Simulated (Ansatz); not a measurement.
A single point on ClFH₂MoO₃, SMILES `[O]=[Mo]([OH])([OH])([F])[Cl]`.

```yaml
crystal:
  periodic: [false, false, false]
  atoms:
    - {symbol: O, position_ang: [-0.208401, 0.526940, 1.911363]}
    - {symbol: Mo, position_ang: [-0.152885, 0.310604, 0.277044]}
    - {symbol: O, position_ang: [1.297429, -0.770996, -0.292514]}
    - {symbol: O, position_ang: [-1.131251, -1.248084, 0.105246]}
    - {symbol: F, position_ang: [1.055698, 1.661342, -0.190759]}
    - {symbol: Cl, position_ang: [-1.747931, 1.579134, -0.737430]}
    - {symbol: H, position_ang: [2.100716, -0.272103, -0.477987]}
    - {symbol: H, position_ang: [-1.121174, -1.843938, -0.650866]}
basis:
  gaussian: {orbitals: def2-QZVPP}
correlation: {method: mp2}
```

```sh
$ ansatz run in.yaml --threads 4 --pin off --events-out ev --progress --plain --max-ram 11315MiB
```

It prints (some lines left out):

```
Functional definition: HF
2766 factors; integrals over basis functions are off by at most 9.2e-4 eV
mean field evaluation 1: about -23184.2074 eV, gradient 9.0e1 eV
mean field evaluation 2: about -23184.4799 eV, gradient 9.1e1 eV
mean field evaluation 4: about -23197.8222 eV, gradient 1.7e1 eV
mean field evaluation 8: about -23198.3395 eV, gradient 1.7e0 eV
mean field evaluation 16: about -23198.3496 eV, gradient 1.8e-6 eV
mean field -23198.34955435 eV, -852.5236217164 hartree, gradient 2.1e-6 eV, S^2 0.000000; 0 other end points of the search recorded, 0 dependent functions left out
9 core orbitals not correlated: weight in the atoms' cores, before any rotation towards them, 1.000 or more for the frozen orbitals, at most 0.000 for the correlated occupied ones
reference -23198.34955435 eV, -852.5236217164 hartree; 24, 24 occupied and 406, 406 virtual orbitals, 2766 factors
second order -52.68655842 eV of doubles, -0.00000000 eV of singles
Total energy: -23251.03611277 eV, -854.4598170261 hartree
```

It took 26 s on 4 threads of an Arm Neoverse V2 on a shared host, with 2.4 GiB of host memory at the peak.
